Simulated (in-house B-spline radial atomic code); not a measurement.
Configurations of Gd⁶⁺, with energies counted from [Kr] 4d10 (4f5/2)6 5s2 (5p1/2)2 (5p3/2)2. All numbers are computed (Dirac-Hartree-Fock, average of each configuration as written; Fermi nucleus of rms radius 5.1569 fm) with an all-electron radial atomic-structure program (B-spline basis), not measured. Energies include first-order Breit, QED and recoil terms.

Occupations are held fixed; configurations that lie above the ionisation limit could autoionise.

| configuration | E - E(ref) (eV) | highest orbital | its <r> (bohr) |
| --- | --- | --- | --- |
| [Kr] 4d10 (4f5/2)2 (4f7/2)4 5s2 (5p1/2)1 (5p3/2)3 | 13.474 | 4f7/2 | 0.7655 |
| [Kr] 4d10 (4f5/2)3 (4f7/2)2 5s2 (5p1/2)2 (5p3/2)2 (9d3/2)1 | 89.825 | 9d3/2 | 10.87 |
| [Kr] 4d10 (4f5/2)5 (4f7/2)1 5s2 (5p1/2)2 (5p3/2)1 (8g9/2)1 | 94.055 | 8g9/2 | 12.07 |
| [Kr] 4d10 (4f5/2)1 (4f7/2)5 5s2 (5p1/2)2 (5p3/2)1 9s1 | 94.111 | 9s1/2 | 8.985 |
| [Kr] 4d10 (4f5/2)5 (4f7/2)1 5s2 (5p3/2)3 (9d3/2)1 | 104.57 | 9d3/2 | 10.93 |
| [Kr] 4d10 (4f5/2)4 (4f7/2)2 5s2 (5p3/2)3 (7g7/2)1 | 105.57 | 7g7/2 | 8.861 |
| [Kr] (4d3/2)4 (4d5/2)5 (4f5/2)6 (4f7/2)1 5s2 (5p3/2)4 | 156.77 | 4f7/2 | 0.7705 |
| [Kr] (4d3/2)4 (4d5/2)5 (4f5/2)3 (4f7/2)3 5s2 (5p3/2)4 (9p1/2)1 | 246.98 | 9p1/2 | 9.497 |

Q: Order these further configurations by energy, lowest first.
A. [Kr] 4d10 (4f5/2)3 (4f7/2)3 5s2 (5p1/2)2 (5p3/2)2
B. [Kr] 4d10 (4f5/2)6 5s2 (5p1/2)1 (5p3/2)3
C. [Kr] 4d10 (4f5/2)3 (4f7/2)3 5s2 (5p1/2)1 (5p3/2)2 8s1
D. [Kr] 4d10 (4f5/2)6 5s2 (5p1/2)1 (5p3/2)2 7s1
E. [Kr] (4d3/2)3 (4d5/2)6 (4f5/2)2 (4f7/2)4 5s2 (5p3/2)4 (9g9/2)1

A: B (5.9777 eV), A (7.803 eV), D (73.097 eV), C (91.815 eV), E (258.68 eV).

Q: How far above the reference does [Kr] 4d10 (4f5/2)5 5s2 (5p1/2)1 (5p3/2)3 (5f7/2)1 lie?

A: 63.368 eV; its least bound orbital is 5f7/2 with <r> = 2.692 bohr.

Q: How far above the reference does [Kr] 4d10 (4f5/2)1 (4f7/2)5 5s2 (5p1/2)1 (5p3/2)3 lie?

A: 13.118 eV; its least bound orbital is 4f5/2 with <r> = 0.7604 bohr.

Q: How far above the reference does [Kr] 4d10 (4f5/2)5 (4f7/2)1 5s2 (5p3/2)3 (8d3/2)1 lie?

A: 100.16 eV; its least bound orbital is 8d3/2 with <r> = 8.021 bohr.
